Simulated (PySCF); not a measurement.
H3Cl2OSiTi, charge +1, singlet, geometry from GFN2-xTB (such geometries of metal compounds can be far from the true shape) (the multiplicity is a formal guess); PySCF with TPSS/STO-3G.

PySCF was given this input:
```python
from pyscf import gto, scf, dft

mol = gto.Mole()
mol.atom = '''
    Ti   -0.37754419    0.51301646    0.66708563
    Cl   -0.20566171   -1.44874539    1.45970201
    Cl    1.66186389    1.08867110    0.54090390
    O    -0.88421066    0.31736393   -0.90706824
    Si   -0.56543591   -0.42665482   -2.38931337
    H    -0.28766120    0.69529194   -3.29376220
    H    -1.79420170   -1.17020442   -2.68516088
    H     0.62218578   -1.25593064   -2.00032839
'''
mol.basis = 'sto-3g'
mol.charge = 1
mol.verbose = 4
mol.build()

mf = dft.RKS(mol)
mf.xc = 'tpss'
mf.kernel()
```

Predict the main parts of the log of this PySCF run.


```
PySCF version 2.14.0

[INPUT] verbose = 4
[INPUT] num. atoms = 8
[INPUT] num. electrons = 80
[INPUT] charge = 1
[INPUT] spin (= nelec alpha-beta = 2S) = 0
[INPUT] symmetry False subgroup None
[INPUT] Mole.unit = angstrom
[INPUT] Symbol           X                Y                Z      unit          X                Y                Z       unit  Magmom
[INPUT]  1 Ti    -0.377544190000   0.513016460000   0.667085630000 AA   -0.713455119021   0.969460606794   1.260609142333 Bohr   0.0
[INPUT]  2 Cl    -0.205661710000  -1.448745390000   1.459702010000 AA   -0.388644306210  -2.737732011326   2.758437022377 Bohr   0.0
[INPUT]  3 Cl     1.661863890000   1.088671100000   0.540903900000 AA    3.140467608404   2.057290218729   1.022160230709 Bohr   0.0
[INPUT]  4 O     -0.884210660000   0.317363930000  -0.907068240000 AA   -1.670915983821   0.599730909516  -1.714110549891 Bohr   0.0
[INPUT]  5 Si    -0.565435910000  -0.426654820000  -2.389313370000 AA   -1.068519010894  -0.806260759526  -4.515147895062 Bohr   0.0
[INPUT]  6 H     -0.287661200000   0.695291940000  -3.293762200000 AA   -0.543600884664   1.313911343218  -6.224308477445 Bohr   0.0
[INPUT]  7 H     -1.794201700000  -1.170204420000  -2.685160880000 AA   -3.390549825229  -2.211365863556  -5.074218663596 Bohr   0.0
[INPUT]  8 H      0.622185780000  -1.255930640000  -2.000328390000 AA    1.175760722799  -2.373364941050  -3.780072816292 Bohr   0.0

nuclear repulsion = 528.305649261777
number of shells = 29
number of NR pGTOs = 159
number of NR cGTOs = 53
basis = sto-3g
ecp = {}

******** <class 'pyscf.dft.rks.RKS'> ********
method = RKS
initial guess = minao
damping factor = 0
level_shift factor = 0
DIIS = <class 'pyscf.scf.diis.CDIIS'>
diis_start_cycle = 1
diis_space = 8
diis_damp = 0
SCF conv_tol = 1e-09
SCF conv_tol_grad = None
SCF max_cycles = 50
direct_scf = True
direct_scf_tol = 1e-13
XC library pyscf.dft.libxc version 7.1.2
    S. Lehtola, C. Steigemann, M. J. T. Oliveira, and M. A. L. Marques,  SoftwareX 7, 1–5 (2018)
XC functionals = tpss
    J. Tao, J. P. Perdew, V. N. Staroverov, and G. E. Scuseria,  Phys. Rev. Lett. 91, 146401 (2003)
    J. P. Perdew, J. Tao, V. N. Staroverov, and G. E. Scuseria,  J. Chem. Phys. 120, 6898 (2004)
    J. Tao, J. P. Perdew, V. N. Staroverov, and G. E. Scuseria,  Phys. Rev. Lett. 91, 146401 (2003)
    J. P. Perdew, J. Tao, V. N. Staroverov, and G. E. Scuseria,  J. Chem. Phys. 120, 6898 (2004)
radial grids:
    Treutler-Ahlrichs [JCP 102, 346 (1995); DOI:10.1063/1.469408] (M4) radial grids

becke partition: Becke, JCP 88, 2547 (1988); DOI:10.1063/1.454033
pruning grids: <function nwchem_prune>
grids dens level: 3
symmetrized grids: False
atomic radii adjust function: <function treutler_atomic_radii_adjust>
small_rho_cutoff = 0
Set gradient conv threshold to 3.16228e-05
Initial guess from minao.
tot grids = 121352
init E= -2112.38853534992
  HOMO = -0.435707762315823  LUMO = -0.22931346765253  gap/eV = 5.61627
cycle= 1 E= -2113.08308205278  delta_E= -0.695  |g|= 0.919  |ddm|= 3.84
  HOMO = -0.394961276244616  LUMO = -0.340710889664395  gap/eV = 1.47623
cycle= 2 E= -2105.23713220318  delta_E= 7.85  |g|= 4.99  |ddm|= 5.77
  HOMO = -0.388678381465617  LUMO = -0.231283826772764  gap/eV = 4.28292
cycle= 3 E= -2113.35242462985  delta_E= -8.12  |g|= 0.371  |ddm|= 5.07
  HOMO = -0.400324986681391  LUMO = -0.282330275265666  gap/eV = 3.21080
cycle= 4 E= -2113.36869325187  delta_E= -0.0163  |g|= 0.251  |ddm|= 0.769
  HOMO = -0.404587996840552  LUMO = -0.272322903781082  gap/eV = 3.59912
cycle= 5 E= -2113.39119372481  delta_E= -0.0225  |g|= 0.0842  |ddm|= 0.407
  HOMO = -0.406265764613753  LUMO = -0.270363550822994  gap/eV = 3.69809
cycle= 6 E= -2113.39294320076  delta_E= -0.00175  |g|= 0.0319  |ddm|= 0.0688
  HOMO = -0.407529836543938  LUMO = -0.26815240822043  gap/eV = 3.79265
cycle= 7 E= -2113.39321952919  delta_E= -0.000276  |g|= 0.00685  |ddm|= 0.0291
  HOMO = -0.407862614064582  LUMO = -0.268029398399185  gap/eV = 3.80506
cycle= 8 E= -2113.39323271784  delta_E= -1.32e-05  |g|= 0.000466  |ddm|= 0.00764
  HOMO = -0.407857638618839  LUMO = -0.268070024462145  gap/eV = 3.80381
cycle= 9 E= -2113.39323279881  delta_E= -8.1e-08  |g|= 0.000116  |ddm|= 0.00087
  HOMO = -0.407855475139475  LUMO = -0.268063607615155  gap/eV = 3.80393
cycle= 10 E= -2113.39323280516  delta_E= -6.35e-09  |g|= 2.6e-05  |ddm|= 0.000292
  HOMO = -0.407853591847235  LUMO = -0.268061956377913  gap/eV = 3.80392
cycle= 11 E= -2113.39323280558  delta_E= -4.16e-10  |g|= 4.82e-06  |ddm|= 6.92e-05
  HOMO = -0.407853380350873  LUMO = -0.268062370884541  gap/eV = 3.80391
Extra cycle  E= -2113.39323280552  delta_E= 5.37e-11  |g|= 1.26e-05  |ddm|= 2.07e-05
converged SCF energy = -2113.39323280552
```
